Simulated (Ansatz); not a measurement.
System: C₄H₃O₂, net charge 0, doublet state. It need not be the lowest isomer of its formula. 
Structure (B3LYP-D3(BJ)/def2-TZVP (Ansatz, a first-principles code) minimum search):
```xyz
9

O      1.9006    -0.6054    -0.2355
C      0.7873    -0.1734    -0.1163
C      0.1875     1.1252    -0.3104
C     -1.1596     1.0256    -0.0153
C     -1.3963    -0.2914     0.3514
O     -0.2824    -1.0343     0.3074
H      0.7469     1.9867    -0.6317
H     -1.9036     1.8038    -0.0543
H     -2.3028    -0.7892     0.6544
```
Charge 0, spin multiplicity 2.

Parts of the frozen-core correlation energy in cc-pVTZ (Ansatz, hartree). Frozen orbitals: 6; correlated occupied orbitals by spin: 16 and 15; virtual: 200 and 201. UHF or UKS for open shells. No spin-orbit coupling. Non-relativistic.

```json
[
 {"term": "reference (HF)", "value": "-303.02525"},
 {"term": "MP2 opposite-spin", "value": "___"},
 {"term": "MP2 same-spin", "value": "___"},
 {"term": "CCSD correlation", "value": "___"},
 {"term": "(T)", "value": "-0.05229"},
 {"term": "T1 diagnostic", "value": "0.029"},
 {"term": "largest doubles amplitude", "value": "0.045"},
 {"term": "<S^2> of the reference", "value": "0.961"}
]
```

Task: Some entries are withheld; supply them.

Result: 
- MP2 opposite-spin, value: -0.76941
- MP2 same-spin, value: -0.27232
- CCSD correlation, value: -1.06994
